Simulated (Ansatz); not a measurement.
## Worked example: CH6Cl2Si2 + C3H5F → CH7ClSi2 + C3H4ClF

Species: CH6Cl2Si2 `C[SiH2][SiH](Cl)Cl`, singlet; C3H5F `C/C=C/F`, singlet; CH7ClSi2 `C[SiH2][SiH2]Cl`, singlet; C3H4ClF `C/C(Cl)=C/F`, singlet. The partners trade Cl for H: Si–Cl and C–H bonds give way to Si–H and C–Cl.

Shapes, held fixed at every level: PBE0-D4/def2-TZVP. Flexible molecules stand in one conformer, not always the lowest. Programs: Ansatz 0.2.0. Electronic energies: no zero-point or thermal term.

At CCSD(T)/CBS estimate; 1 Eh = 2625.50 kJ/mol:

| species | energy (Eh) |
| --- | --- |
| CH6Cl2Si2 | -1539.489610 |
| C3H5F | -216.928090 |
| CH7ClSi2 | -1080.252098 |
| C3H4ClF | -676.103860 |

Work out ΔE of the reaction at this level.


1. Products less reactants: (-1080.252098) + (-676.103860) − [(-1539.489610) + (-216.928090)] = 0.061742 Eh = +162.1 kJ/mol.

Other levels give +152.8 (PBE-D4/def2-TZVPP) to +168.3 kJ/mol (HF/def2-TZVPP). No measured value is set beside it here. The CBS estimate extrapolates MP2 from def2-TZVPP and def2-QZVPP and adds CCSD(T) − MP2 in the triple-zeta set, cores frozen.
